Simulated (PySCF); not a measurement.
Ionisation energy of Tm⁴⁷⁺ by level of theory

Tm⁴⁷⁺ [Ar] 3d4 (5D) → Tm⁴⁸⁺ [Ar] 3d3 (4F), as a difference of total energies. All numbers are calculated (PySCF 2.14, the spin-free X2C one-electron Hamiltonian (Gaussian nucleus), in an even-tempered Gaussian basis (18 s from 10 bohr⁻², ratio 2.5; 12 p from 14 bohr⁻², ratio 2.5; 7 d from 14 bohr⁻², ratio 2.5; 4 f from 50 bohr⁻², ratio 2.7; 3 g from 75 bohr⁻², ratio 2.7)). Correlated levels: outer shells: [Ne] frozen; virtual orbitals above 40 to 60 times the deepest correlated orbital energy dropped. The calculations carry no spin-orbit coupling.

```tsv
method	ionisation energy (eV)
UHF	4054.2
LDA	4053.2
PBE	4052.2
PBE0	4053.2
r2SCAN	4052.2
BP86	4052.3
B2PLYP	4053.7
MP2 (outer shells)	4054.6
SCS-MP2 (outer shells)	4054.1
```

Spin-orbit coupling is strong in these open shells (close to jj coupling). The scalar numbers leave it out and a first-order estimate fails, so it can dominate the gap to the real levels.

Breit and QED terms and the two-electron picture change are absent.

For comparison: 4075 ± 4 eV (theoretical estimate listed by NIST; NIST Atomic Spectra Database, ionization energies).
